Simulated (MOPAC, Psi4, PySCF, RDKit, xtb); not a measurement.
Two geometries of C₂H₆OSeSi, SMILES CC(=O)[SiH2][SeH], relaxed at B3LYP-D3(BJ)/def2-SVP with one dihedral held; other torsions can differ between them too.

Structure A

```
11

C      1.9978    -3.1220     0.9409
C      1.0836    -2.3314     0.0308
O      0.4622    -2.8436    -0.8758
Si     0.8933    -0.4144     0.3268
Se     0.0678    -0.1773     2.4716
H      1.6750    -3.0105     1.9895
H      3.0229    -2.7173     0.8849
H      1.9932    -4.1821     0.6493
H     -0.0194     0.1316    -0.7107
H      2.2212     0.2628     0.2489
H      0.5229     1.2219     2.5892
```

Structure B

```
11

C     -1.8220    -0.0733    -0.5052
C     -0.3884     0.3808    -0.6606
O     -0.0613     1.2810    -1.4068
Si     0.9968    -0.4099     0.4473
Se     1.0355     0.7942     2.4080
H     -2.1175    -0.0097     0.5558
H     -1.9137    -1.1328    -0.7996
H     -2.4860     0.5484    -1.1230
H      2.2859    -0.3427    -0.2899
H      0.6901    -1.8055     0.8737
H      1.2475     2.0666     1.6884
```

Problem. Which is lower in energy at the level DF-MP2 (frozen core)/cc-pVTZ // B3LYP-D3(BJ)/def2-SVP in Psi4, and by how much?

Solution. B is lower, by 5.87 kJ/mol (dihedral O3–C2–Si4–Se5: 120° in A, 90° in B).

E(B) − E(A) in kJ/mol at the other levels, on the same two geometries: PBE0/def2-TZVP // B3LYP-D3(BJ)/def2-SVP (Psi4) -5.79; PBE0-D3(BJ)/def2-TZVP // B3LYP-D3(BJ)/def2-SVP (Psi4) -5.76; PBE/def2-TZVP // B3LYP-D3(BJ)/def2-SVP (Psi4) -6.19; PBE-D3(BJ)/def2-TZVP // B3LYP-D3(BJ)/def2-SVP (Psi4) -6.15; wB97X-D/def2-TZVP // B3LYP-D3(BJ)/def2-SVP (Psi4) -5.60; HF/cc-pVTZ // B3LYP-D3(BJ)/def2-SVP (Psi4) -5.16; UFF // B3LYP-D3(BJ)/def2-SVP (RDKit) -1.57; PM3, restricted, heats of formation // B3LYP-D3(BJ)/def2-SVP (MOPAC) -0.12; AM1, restricted, heats of formation // B3LYP-D3(BJ)/def2-SVP (MOPAC) -1.88; GFN1-xTB // B3LYP-D3(BJ)/def2-SVP (xtb) -5.72; restricted B3LYP/6-31G*, spherical d, density fitting // B3LYP-D3(BJ)/def2-SVP (PySCF) -6.16; restricted BP86/6-31G*, spherical d, density fitting // B3LYP-D3(BJ)/def2-SVP (PySCF) -6.48; restricted B3LYP/LANL2DZ, with its core potentials past Ne // B3LYP-D3(BJ)/def2-SVP (PySCF) -4.61; restricted Hartree-Fock/LANL2DZ, with its core potentials past Ne // B3LYP-D3(BJ)/def2-SVP (PySCF) -4.15.
